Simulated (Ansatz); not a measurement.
Geometry optimisation, RKS PBE/def2-SVP (Ansatz 0.2.0).

input.yaml

```yaml
crystal:
  periodic: [false, false, false]
  atoms:
    - { symbol: Si, position_ang: [0.188076, 0.359007, -0.374491] }
    - { symbol: H, position_ang: [0.626909, -0.587061, 2.083651] }
    - { symbol: O, position_ang: [1.725363, -0.204531, -0.55389] }
    - { symbol: H, position_ang: [1.781166, -1.158097, -0.749989] }
    - { symbol: F, position_ang: [-0.40655, 0.894288, -1.794646] }
    - { symbol: O, position_ang: [-0.78125, -0.863785, 0.173795] }
    - { symbol: H, position_ang: [-1.722681, -0.660284, 0.318561] }
    - { symbol: Br, position_ang: [0.233654, 2.220437, 0.943891] }
    - { symbol: H, position_ang: [0.940714, -0.016775, 2.394219] }
basis:
  gaussian: { orbitals: def2-SVP }
hamiltonian:
  xc: pbe
relax:
  f_tol: 0.03
  max_steps: 50
output:
  orbitals: {}
```

Command:

```bash
$ ansatz run input.yaml --threads 4 --pin off --max-ram 5120MiB --backend cpu --events-out ev --progress --plain --runs-dir out
```

Where does it end, and by what steps?

The run converged. The force dipped under the threshold on the way, but the program's further checks kept it going. After 21 steps the energy has fallen by 0.272 eV; H9 moved furthest, 1.62 Å.

```csv
step,energy less start (eV),largest force component (eV/Å),accepted
0,0.0000,1.572,yes
1,-0.1639,0.304,yes
2,-0.2130,0.126,yes
3,-0.2293,0.121,yes
4,-0.2231,0.706,no
5,-0.2346,0.177,yes
6,-0.2401,0.085,yes
7,-0.2482,0.124,yes
8,-0.2542,0.025,yes
9,-0.2390,0.923,no
10,-0.2577,0.044,yes
11,-0.2591,0.287,yes
12,-0.2647,0.030,yes
13,-0.2680,0.127,yes
14,-0.2685,0.250,yes
15,-0.2701,0.093,yes
16,-0.2710,0.032,yes
17,-0.2717,0.019,yes
18,-0.2712,0.221,no
19,-0.2721,0.050,yes
20,-0.2722,0.048,yes
21,-0.2722,0.023,yes
```

```xyz
9
Properties=species:S:1:pos:R:3
Si 0.191 0.557 -0.723
H 0.428 -0.979 2.763
O 1.728 0.138 -1.142
H 1.920 -0.814 -1.060
F -0.813 0.502 -2.004
O -0.348 -0.520 0.420
H -1.274 -0.431 0.706
Br 0.195 2.656 -0.028
H 0.558 -1.126 3.509
```

Whether the end is a true minimum wasn't checked by a vibrational analysis.

Time of the run: 27 s on 4 threads of Intel(R) Xeon(R) Platinum 8259CL CPU @ 2.50GHz (Skylake/Cascade Lake), with other jobs on the host, peak memory 0.19 GiB.
